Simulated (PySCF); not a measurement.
# Ge⁺: ionisation energy

Ge⁺ [Ar] 3d10 4s2 4p1 (2P) → Ge²⁺ [Ar] 3d10 4s2 (1S), as a difference of total energies. Computed with PySCF 2.14 in 6-31G* (5s4p3d, 32 functions), with the non-relativistic Hamiltonian (point nucleus). Correlated levels: valence: [Ar] 3d10 frozen. The calculations carry no spin-orbit coupling.

| method | ionisation energy (eV) |
| --- | --- |
| UHF | 15.322 |
| PBE0 | 15.944 |
| r2SCAN | 16.117 |
| MP2 (valence) | 15.472 |
| SCS-MP2 (valence) | 15.457 |
| CCSD (valence) | 15.559 |
| CCSD(T) (valence) | 15.572 |

Q: How much does correlation contribute at CCSD(T) (valence)?

A: 15.572 − (15.322) = 0.250 eV, measured against UHF.

These non-relativistic numbers lack the scalar-relativistic shift.

Errors of the correlated levels include the incompleteness of this basis and the frozen core.

For comparison: 15.789 eV (measured; NIST levels, between the centres of gravity of the two terms).
